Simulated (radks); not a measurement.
Task: Species: Sb XII. Configuration: [Kr] 4d4. Method: Dirac Kohn-Sham, PBE, spin-unpolarised, spherical densities, point nucleus; open shells are shared between the two j in proportion to 2j + 1; computed with a radial shooting solver on a logarithmic mesh with Libxc functionals. Some entries of the table are withheld. Estimate them.

orbital  occ.  eigenvalue (eV)  r(max) (bohr)  <1/r> (bohr^-1)
1s1/2       2        -30508.97        0.01834            54.33
2s1/2       2        -4831.722         0.1038            12.63
2p1/2       2              (1)        0.07983            12.61
2p3/2       4              (2)        0.08444            11.70
3s1/2       2        -1121.693         0.2997            4.489
3p1/2       2        -1000.527         0.2860              (3)
3p3/2       4        -953.7457         0.2964              (4)
3d3/2       4        -740.4739         0.2418              (5)
3d5/2       6        -730.7099         0.2448              (6)
4s1/2       2        -350.3249         0.7087            1.859
4p1/2       2              (7)         0.7256            1.768
4p3/2       4              (8)         0.7468            1.703
4d3/2     1.6              (9)           (10)            1.522
4d5/2     2.4             (11)           (12)            1.507

Result: 
(1) 2p1/2 eigenvalue (eV): -4534.781
(2) 2p3/2 eigenvalue (eV): -4282.922
(3) 3p1/2 <1/r> (bohr^-1): 4.399
(4) 3p3/2 <1/r> (bohr^-1): 4.177
(5) 3d3/2 <1/r> (bohr^-1): 4.029
(6) 3d5/2 <1/r> (bohr^-1): 3.972
(7) 4p1/2 eigenvalue (eV): -307.3834
(8) 4p3/2 eigenvalue (eV): -297.4051
(9) 4d3/2 eigenvalue (eV): -226.7452
(10) 4d3/2 r(max) (bohr): 0.7835
(11) 4d5/2 eigenvalue (eV): -224.9807
(12) 4d5/2 r(max) (bohr): 0.7900
